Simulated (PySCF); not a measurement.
SMILES CCC[Si](C)(C)C at its GFN2-xTB optimised geometry (Å):

```
23

C      2.6650    -1.3428    -0.0192
C      1.1416    -1.3999    -0.0321
C      0.5194    -0.0063     0.0000
Si    -1.3954    -0.0063     0.0000
C     -2.0519    -0.8962    -1.5564
C     -2.0499    -0.8941     1.5585
C     -2.0058     1.8019     0.0000
H      3.0902    -2.3440    -0.0481
H      3.0326    -0.7891    -0.8809
H      3.0196    -0.8455     0.8815
H      0.7969    -1.9721     0.8312
H      0.8098    -1.9249    -0.9298
H      0.8865     0.5577    -0.8598
H      0.8856     0.5173     0.8853
H     -3.1322    -0.8147    -1.6291
H     -1.8056    -1.9536    -1.5426
H     -1.6307    -0.4730    -2.4635
H     -1.6463    -0.4535     2.4652
H     -3.1323    -0.8333     1.6198
H     -1.7828    -1.9466     1.5583
H     -1.6677     2.3355     0.8828
H     -3.0902     1.8481    -0.0142
H     -1.6443     2.3440    -0.8683
```

Calculation: PBE0/def2-SVP run with PySCF 2.14.0. Cells within 0.4 Å of a nucleus heavier than hydrogen are left out (blank, or x).

Map of the Laplacian of the electron density (e/bohr⁵), clipped to [-1.50, 1.50] on the plane z = 0.0 Å:

```
|444444444444444444444444444|
|444444444444444444444444444|
|444444444444444444444444444|
|444444444444444444444444444|
|444444444444444444444444444|
|444444444444444444444444444|
|444444445544444444444444444|
|444444555554444444444444444|
|44444423x554444444444444444|
|44444401xx54444444444444444|
|444444543344444444444444444|
|444444454344455554444444444|
|444444444996446454444444444|
|444444446xx931xx55444444444|
|444444445997445245555544444|
|444444444454454235544544444|
|444444444444455xx21xx554444|
|4444444444444557x34x2544444|
|444444444444445555540344444|
|444444444444444554453444444|
|444444444444444444444444444|
|444444444444444444444444444|
|444444444444444444444444444|
|444444444444444444444444444|
|444444444444444444444444444|
|444444444444444444444444444|
|444444444444444444444444444|
```
Scale: ten equal steps from -1.33 (start of '0') to 1.50 (end of '9'), in the order '0123456789'; x runs from -5.50 to 5.50, y from -5.50 (bottom) to 5.50 (top).
